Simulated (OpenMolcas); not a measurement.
**Multiconfigurational calculation on Si+**

Input:

```
&GATEWAY
Coord
1

Si 0.0 0.0 0.0
Basis=ANO-RCC
Group=XYZ
NoMove
AngMom=0.0 0.0 0.0
AMFI
&SEWARD
&RASSCF
FileOrb=start.orb
Symmetry=2
Spin=2
nActEl=1 0 1
Inactive=3 3
Ras2=0 3
Ras3=6 0
CIRoot=3 3 1
SDav=3
CIMx=300
Iter=120 100
PrWF=0.3
OrbListing=Nothing
MaxOrb=0
Thrs=2.0e-7 1.0e-1 5.0e-4
Atom
>>> COPY $Project.JobIph JOB001
&RASSCF
FileOrb=start.orb
Symmetry=1
Spin=2
nActEl=1 0 1
Inactive=3 3
Ras2=0 3
Ras3=6 0
CIRoot=6 6 1
SDav=6
CIMx=300
Iter=120 100
PrWF=0.3
OrbListing=Nothing
MaxOrb=0
Thrs=2.0e-7 1.0e-1 5.0e-4
Atom
>>> COPY $Project.JobIph JOB002
&RASSI
NrOfJobIphs=2 3 6
1 2 3
1 2 3 4 5 6
IphNames
JOB001
JOB002
EJob
SpinOrbit
DIPRint=1.0
SOCoupling=1000.0
Subsets=2
MEES
Property=10
'ANGMOM' 1 'ANGMOM' 2 'ANGMOM' 3 'MLTPL  1' 1 'MLTPL  1' 2 'MLTPL  1' 3
'AMFI' 1 'AMFI' 2 'AMFI' 3 'MLTPL  2' 6
SOProperty=3
'ANGMOM' 1 'ANGMOM' 2 'ANGMOM' 3
```

Launched by
```bash
OMP_NUM_THREADS=1 MOLCAS_MEM=2252 MOLCAS_PROJECT=a pymolcas a.inp > a.log  # once for each step of the input, in one work folder
```

A driver script runs the steps one by one and writes start.orb anew before each from the orbitals found so far.

Output, cut to the results:

```
--- SEWARD ---
Basis set label: SI.ANO-RCC.........

      Electronic valence basis set:
      ------------------
      Associated Effective Charge  14.000000 au
      Associated Actual Charge     14.000000 au
      Nuclear Model: Point charge

      Shell  nPrim  nBasis  Cartesian Spherical Contaminant
         s      17       8        X
         p      12       7        X
         d       5       5                 X
         f       4       4                 X
         g       2       2                 X
                  Relativistic Douglas-Kroll-Hess integrals:
                    - DKH order of Hamiltonian: 2
                    - DKH order of Properties : 0
                  Atomic mean-field integrals
--- RASSCF ---
Wave function specifications:
      -----------------------------

      Number of closed shell electrons          12
      Number of electrons in active shells       1
      Max number of holes in RAS1 space          0
      Max nr of electrons in RAS3 space          1
      Number of inactive orbitals                6
      Number of active orbitals                  9
      Number of secondary orbitals              85
      Spin quantum number                      0.5
      State symmetry                             2
Orbital specifications:
      -----------------------

      Symmetry species                           1   2
                                                ag  au
      Frozen orbitals                            0   0
      Inactive orbitals                          3   3
      Active orbitals                            6   3
      RAS1 orbitals                              0   0
      RAS2 orbitals                              0   3
      RAS3 orbitals                              6   0
      Secondary orbitals                        42  43
      Deleted orbitals                           0   0
      Number of basis functions                 51  49
      Number of CSFs                             3
      Number of root(s) required                 3
      Iter CI   SX   CI       RASSCF       Energy    max ROT     max BLB   max BLB  Level Ln srch  Step   QN
          iter iter root      energy       change     param      element    value   shift minimum  type update
 Nr of preliminary CI iterations:   1
 ###############################################################################
 ###############################################################################
 ###                                                                         ###
 ###                                                                         ###
 ###    WARNING: Problems in orbital optimization.                           ###
 ###                                                                         ###
 ###                                                                         ###
 ###############################################################################
 ###############################################################################
  Warning: In symmetry  1, orbital p=   4 has diagonal density matrix element D(p,p) close to zero. D(p,p)=  0.000000E+00
  Warning: In symmetry  1, orbital p=   5 has diagonal density matrix element D(p,p) close to zero. D(p,p)=  0.000000E+00
        ...
  Warning: In symmetry  1, orbital p=   7 has diagonal density matrix element D(p,p) close to zero. D(p,p)=  0.000000E+00
  Warning: In symmetry  1, orbital p=   8 has diagonal density matrix element D(p,p) close to zero. D(p,p)=  0.000000E+00
  Warning: In symmetry  1, orbital p=   9 has diagonal density matrix element D(p,p) close to zero. D(p,p)=  0.000000E+00
        4   1    4    0  -289.17614894   -2.01E-11   1.12E-06    3  11 1  1.89E-06   0.50   0.00    SX    NO
      Convergence after  4 iterations
        5   1    4    0  -289.17614894   -4.66E-12   1.12E-06    3  11 1  7.67E-07   0.50   0.00    SX    NO
      Natural orbitals and occupation numbers for root  1
      sym 1:   0.000000   0.000000   0.000000   0.000000   0.000000   0.000000
      sym 2:   1.000000  -0.000000   0.000000
      Natural orbitals and occupation numbers for root  2
      sym 1:   0.000000   0.000000   0.000000   0.000000   0.000000   0.000000
      sym 2:   0.000000   0.000000   1.000000
      Natural orbitals and occupation numbers for root  3
      sym 1:   0.000000   0.000000   0.000000   0.000000   0.000000   0.000000
      sym 2:  -0.000000   1.000000   0.000000
::    RASSCF root number  1 Total energy:   -289.17614894
...
--- RASSI ---
SPIN-FREE ENERGIES:
  (Shifted by EMIN (a.u.) =       -289.1761489388)

 SF State       Relative EMIN(au)   Rel lowest level(eV)    D:o, cm**(-1)      L_eff

     1             0.0000000000        0.0000000000              0.0000         1.0
     2             0.0000000000        0.0000000000              0.0000         1.0
     3             0.0000000000        0.0000000000              0.0000         1.0
     4             0.2902519769        7.8981586529          63702.9456         0.0
     5             0.3261380117        8.8746674063          71579.0199         2.0
     6             0.3261380117        8.8746674063          71579.0199         2.0
     7             0.3261380117        8.8746674063          71579.0199         2.0
     8             0.3261380117        8.8746674063          71579.0199         2.0
     9             0.3261380117        8.8746674063          71579.0199         2.0
     Dipole printing threshold changed to   1.00000000E+00

++ Dipole transition strengths (spin-free states):
   -----------------------------------------------
     for osc. strength at least  1.00000000E+00

  ( Max oscillator strength is only   0.32510451649798133      )
--
Eigenvalues of complex Hamiltonian:
   -----------------------------------
  (Shifted by EMIN (a.u.) =       -289.1761489388)

 SO State       Relative EMIN(au)   Rel lowest level(eV)    D:o, cm**(-1)     J-value

     1            -0.0007650490        0.0000000000              0.0000         0.4
     2            -0.0007650490        0.0000000000              0.0000         0.4
     3             0.0003825245        0.0312270666            251.8633         1.0
     4             0.0003825245        0.0312270666            251.8633         1.0
     5             0.0003825245        0.0312270666            251.8633         1.3
     6             0.0003825245        0.0312270666            251.8633         1.3
...
```

The J values that RASSI prints are effective ones from its own formula and need not be integers or half-integers; the table below assigns J from the states.

Levels above the lowest, from the spin-orbit matrix, grouped by J:

```
Configuration  Term    J  E (eV)  Measured (eV)      g  Term weight %
       3s2 3p   2P*  1/2  0.0000         0.0000  0.666            100
       3s2 3p   2P*  3/2  0.0312         0.0356  1.334            100
       3s2 4s    2S  1/2  7.9190         8.1210  2.002            100
       3s2 3d    2D  3/2  8.8954         9.8367  0.800            100
       3s2 3d    2D  5/2  8.8955         9.8388  1.200            100
```

Against the 4 measured excited levels shown (NIST Handbook of Basic Atomic Spectroscopic Data) the mean absolute deviation is 4200 cm-1; the largest miss in energy is 3s2 3d 2D 5/2: computed 8.8955, measured 9.8388 eV (-9.6 %), and the largest in proportion 3s2 3p 2P* 3/2 (-12.3 %).

ANO sets are built for valence states and can reach diffuse excited orbitals poorly, and with the s shell closed the s pⁿ⁺¹ terms that mix with these levels are absent. With one active electron the reference holds no correlation, so core polarisation is missing. Computed and measured levels are paired by configuration, term and J; levels that our copy of the source lacks, or whose pairing is in doubt (as where it misses far off the trend of its configuration), stay unpaired and out of the deviations. Levels of configurations outside the active space are missing.

The RASSCF and RASSI steps took 15 s on 1 thread of Intel(R) Xeon(R) Platinum 8488C (Sapphire Rapids), with other jobs on the host; the integral step is not counted.

The term weight is that of the spin-free term in the level, not the purity of its configuration. * marks odd parity.
